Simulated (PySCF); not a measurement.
**Polarisability and C₆ of La²³⁺ (lanthanum, charge +23)**

[Ar] 3d10 4s2 4p4, high-spin 3P determinant. All numbers are calculated (PySCF 2.14, scalar relativity by spin-free X2C-1e, in an even-tempered Gaussian basis (20 s from 1.3 bohr⁻², ratio 2.5; 14 p from 1.6 bohr⁻², ratio 2.5; 9 d from 2.9 bohr⁻², ratio 2.5; 5 f from 11 bohr⁻², ratio 2.7; 4 g from 17 bohr⁻², ratio 2.7)). Coupled (time-dependent) response in atomic units; α is the mean over directions.

```json
{"method": "UHF", "mean α (bohr³)": "0.1734", "α xx, yy, zz": "0.1855, 0.1492, 0.1855", "C₆ (like pair)": "0.1128", "S(−4)": "0.009358"}
```

S(−4) is the Cauchy moment in α(ω) = α(0) + S(−4) ω² + …

Spin-orbit coupling is absent.

α(iu) at UHF:

| u (hartree) | α(iu) (bohr³) |
| --- | --- |
| 0 | 0.1734 |
| 0.500 | 0.1711 |
| 1.00 | 0.1646 |
| 2.00 | 0.1440 |
| 3.00 | 0.1204 |
| 4.00 | 0.09927 |
| 5.00 | 0.08204 |
| 7.50 | 0.05385 |
| 10.0 | 0.03864 |
| 15.0 | 0.02408 |
| 25.0 | 0.01349 |

A single London oscillator, α(iu) = α/(1 + u²/ω²), gives C₆ = (3/4) ω α². Matching the computed C₆ needs ω = 4 × 0.1128 / (3 × 0.1734²) = 5.00 hartree.

For an ion, C₆ is the dispersion term alone; charge-induced terms of lower order in 1/R come first.

The components differ because the open shell of this determinant is not spherical; for a pure term their mean is the scalar polarisability.

Spin-orbit coupling is strong in this species (close to jj coupling), so the high-spin LS determinant is a model state, not a physical level.
